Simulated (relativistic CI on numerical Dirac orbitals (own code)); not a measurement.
## Crystal-field levels of Mn2+, 3d5

Calculated by Dirac-Coulomb-Breit CI, orbitals from a KLI potential per configuration, model QED, valence Slater integrals scaled by 0.85, one configuration in a parametric crystal field (own radial code).

Field parameters in Wybourne normalisation: Td as Oh with Dq negative (B⁴₀ = 21Dq, B⁴₄ = √(5/14) B⁴₀). The field is a parameter set, without covalency.

S and J are read from ⟨S²⟩ = S(S + 1) and ⟨J²⟩ = J(J + 1) of each level; they are not fictitious spins.

Td, 10Dq = -1450 cm⁻¹, the lowest 10 levels:

```json
{"E (cm⁻¹)": "0.0", "Degeneracy": "6", "Irrep": "Γ7+Γ8", "S": "2.50", "J": "2.50"}
{"E (cm⁻¹)": "26272", "Degeneracy": "4", "Irrep": "Γ8", "S": "1.50", "J": "4.24"}
{"E (cm⁻¹)": "26274", "Degeneracy": "2", "Irrep": "Γ6", "S": "1.50", "J": "3.98"}
{"E (cm⁻¹)": "26285", "Degeneracy": "2", "Irrep": "Γ7", "S": "1.50", "J": "4.56"}
{"E (cm⁻¹)": "26291", "Degeneracy": "4", "Irrep": "Γ8", "S": "1.50", "J": "4.45"}
{"E (cm⁻¹)": "26597", "Degeneracy": "2", "Irrep": "Γ6", "S": "1.50", "J": "5.15"}
{"E (cm⁻¹)": "26598", "Degeneracy": "4", "Irrep": "Γ8", "S": "1.50", "J": "5.10"}
{"E (cm⁻¹)": "26645", "Degeneracy": "4", "Irrep": "Γ8", "S": "1.50", "J": "3.74"}
{"E (cm⁻¹)": "26666", "Degeneracy": "2", "Irrep": "Γ7", "S": "1.50", "J": "2.88"}
{"E (cm⁻¹)": "26672", "Degeneracy": "4", "Irrep": "Γ8", "S": "1.50", "J": "4.38"}
```

Td, 10Dq = -2600 cm⁻¹, the lowest 10 levels:

```json
{"E (cm⁻¹)": "0.0", "Degeneracy": "6", "Irrep": "Γ7+Γ8", "S": "2.50", "J": "2.50"}
{"E (cm⁻¹)": "25557", "Degeneracy": "2", "Irrep": "Γ6", "S": "1.50", "J": "3.77"}
{"E (cm⁻¹)": "25563", "Degeneracy": "4", "Irrep": "Γ8", "S": "1.50", "J": "3.98"}
{"E (cm⁻¹)": "25583", "Degeneracy": "2", "Irrep": "Γ7", "S": "1.50", "J": "4.32"}
{"E (cm⁻¹)": "25589", "Degeneracy": "4", "Irrep": "Γ8", "S": "1.50", "J": "4.26"}
{"E (cm⁻¹)": "26473", "Degeneracy": "2", "Irrep": "Γ6", "S": "1.50", "J": "5.05"}
{"E (cm⁻¹)": "26474", "Degeneracy": "4", "Irrep": "Γ8", "S": "1.50", "J": "5.09"}
{"E (cm⁻¹)": "26539", "Degeneracy": "4", "Irrep": "Γ8", "S": "1.50", "J": "3.79"}
{"E (cm⁻¹)": "26573", "Degeneracy": "2", "Irrep": "Γ7", "S": "1.50", "J": "2.85"}
{"E (cm⁻¹)": "26671", "Degeneracy": "4", "Irrep": "Γ8", "S": "1.50", "J": "4.41"}
```

Td, 10Dq = -3750 cm⁻¹, the lowest 16 levels:

```tsv
E (cm⁻¹)	Degeneracy	Irrep	S	J
0.0	6	Γ7+Γ8	2.50	2.50
24675	2	Γ6	1.50	3.61
24685	4	Γ8	1.50	3.83
24710	2	Γ7	1.50	4.18
24717	4	Γ8	1.50	4.14
26279	2	Γ6	1.50	5.02
26281	4	Γ8	1.50	5.08
26361	4	Γ8	1.50	3.80
26407	2	Γ7	1.50	2.88
26671	4	Γ8	1.50	4.42
26673	2	Γ7	1.50	4.39
26677	2	Γ6	1.50	4.47
26680	4	Γ8	1.50	4.43
32295	4	Γ8	1.50	2.89
32358	2	Γ7	1.50	3.07
32382	4	Γ8	1.50	2.27
```

Td, 10Dq = -4900 cm⁻¹, the lowest 10 levels:

```tsv
E (cm⁻¹)	Degeneracy	Irrep	S	J
0.0	6	Γ7+Γ8	2.50	2.50
23709	2	Γ6	1.50	3.49
23722	4	Γ8	1.50	3.72
23751	2	Γ7	1.50	4.08
23759	4	Γ8	1.50	4.05
26010	2	Γ6	1.50	4.99
26011	4	Γ8	1.50	5.05
26104	4	Γ8	1.50	3.80
26160	2	Γ7	1.50	2.89
26670	4	Γ8	1.50	4.42
```

Td, 10Dq = -6050 cm⁻¹, the lowest 16 levels:

```csv
E (cm⁻¹),Degeneracy,Irrep,S,J
0.0,6,Γ7+Γ8,2.50,2.50
22695,2,Γ6,1.50,3.41
22712,4,Γ8,1.50,3.65
22743,2,Γ7,1.50,4.02
22753,4,Γ8,1.50,3.99
25657,2,Γ6,1.50,4.95
25659,4,Γ8,1.50,5.01
25757,4,Γ8,1.50,3.80
25821,2,Γ7,1.50,2.91
26669,4,Γ8,1.50,4.42
26672,2,Γ7,1.50,4.40
26677,2,Γ6,1.50,4.46
26680,4,Γ8,1.50,4.42
31308,4,Γ8,0.54,4.85
31669,2,Γ7,1.10,4.49
31805,2,Γ7,1.06,4.58
```

The free-ion ground term has S = 5/2. Every field shown keeps that spin.

Levels of this model without a field, named by their leading LS term: 6S_5/2 0, 4G_11/2 26652, 4G_9/2 26679, 4G_7/2 26690, 4G_5/2 26692, 4P_5/2 30745, 4P_3/2 30785, 4P_1/2 30825 cm⁻¹.
